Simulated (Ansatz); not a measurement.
`N[SiH]([SiH3])CCl` → `NC[SiH2][SiH2]Cl`  (isomerisation)

Isolated molecules relaxed with PBE0-D4/def2-TZVP in Ansatz; ΔE leaves out vibrations. CBS: MP2 limit from def2 TZ/QZ plus the TZ coupled-cluster correction, frozen cores. Functionals use def2-TZVPP. One conformer a species, not always the lowest.

Task: Is it downhill or uphill in electronic energy at CCSD(T)/CBS, and by how much? (Estimate.)

Result: Computed: Downhill: ΔE = -23.2 kJ/mol.

Task: What do these levels give: PBE-D4, r2SCAN-D4, PBE0-D4, B2PLYP, PBE, r2SCAN, HF/def2-TZVPP, MP2/def2-TZVPP, SCS-MP2/def2-TZVPP, HF/def2-QZVPP, MP2/def2-QZVPP, SCS-MP2/def2-QZVPP? (Estimate.)

Result: Computed: PBE-D4 -27.0, r2SCAN-D4 -25.3, PBE0-D4 -28.3, B2PLYP -24.8, PBE -29.2, r2SCAN -25.8, HF/def2-TZVPP -30.2, MP2/def2-TZVPP -23.2, SCS-MP2/def2-TZVPP -23.6, HF/def2-QZVPP -29.8, MP2/def2-QZVPP -22.7, SCS-MP2/def2-QZVPP -23.3 kJ/mol.

Largest T1 diagnostic among the species: 0.011.

The D4 term adds +3.5 kJ/mol with B3LYP and +1.9 kJ/mol with PBE0; it sums over pairs of atoms, weighted by their polarisabilities, and B3LYP, whose exchange is more repulsive, gets the larger term. In def2-TZVPP, CCSD(T) changes the Hartree–Fock value by +6.3 kJ/mol (the triples alone add +1.4 kJ/mol) and MP2 by +7.0 kJ/mol.

B3LYP here is the variant with VWN-RPA as its local correlation; programs differ in this.
